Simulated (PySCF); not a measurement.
# Excitation energy of Be by level of theory

Be [He] 2s2 (1S) → Be [He] 2p2 (3P), as a difference of total energies. All numbers are calculated (PySCF 2.14, no relativity, point nucleus, in dyall-acv3z). Correlated levels: valence: 1s2 frozen; virtual orbitals above 40 to 60 times the deepest correlated orbital energy dropped. The calculations carry no spin-orbit coupling.

```tsv
method	excitation energy (eV)
UHF	6.438
MP2 (valence)	7.067
SCS-MP2 (valence)	7.336
CCSD (valence)	7.441
```

Q: How much does correlation contribute at MP2 (valence)?

A: 7.067 − (6.438) = 0.629 eV, measured against UHF.

Errors of the correlated levels include the incompleteness of this basis and the frozen core.

With two correlated electrons CCSD is exact in that space.

For comparison: 7.401 eV (measured; NIST levels, between the centres of gravity of the two terms).
